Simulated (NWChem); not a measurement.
System: AlNH$_{2}$BrCl; SMILES [NH2][Al]([Cl])[Br]

Here is an NWChem input.

```
start job
memory heap 200 mb stack 900 mb global 1100 mb
geometry units angstroms noautosym nocenter noautoz
  Al    -0.433550     0.563986     0.000000
  Cl     0.897502     2.193960     0.000000
  Br     0.362881    -1.549576     0.000000
  N     -2.171068     0.860057     0.000000
  H     -2.874903     0.132464     0.000000
  H     -2.591946     1.780893     0.000000
end
basis spherical
  * library pcsseg-1
end
dft
  xc xpbe96 cpbe96
  iterations 150
end
property
  shielding
  efieldgrad
end
task dft property
```

All runs use the structure optimised with B3LYP/6-31G* (spherical d).

GIAO values for the isolated, static molecule; σ is the absolute isotropic shielding, δ = σ(reference) − σ with the isolated reference molecule computed at the same levels (1H: tetramethylsilane, 15N: ammonia). Spin-orbit effects, on the heavy nuclei and on their neighbours, are missing.

Atoms are numbered as in the input.

What results follow from this input? (PBE/pcSseg-1, GIAO.) Quantities: σ Al1 (ppm); σ Cl2 (ppm); σ Br3 (ppm); δ N4 (ppm); δ H5 (ppm); δ H6 (ppm).

The σ Al1 (ppm) is 388.7 and the σ Cl2 (ppm) is 927.6. The σ Br3 (ppm) comes out as 2679.1 and the δ N4 (ppm) comes out as 39.7. The δ H5 (ppm) is 1.26 and the δ H6 (ppm) is 1.23.
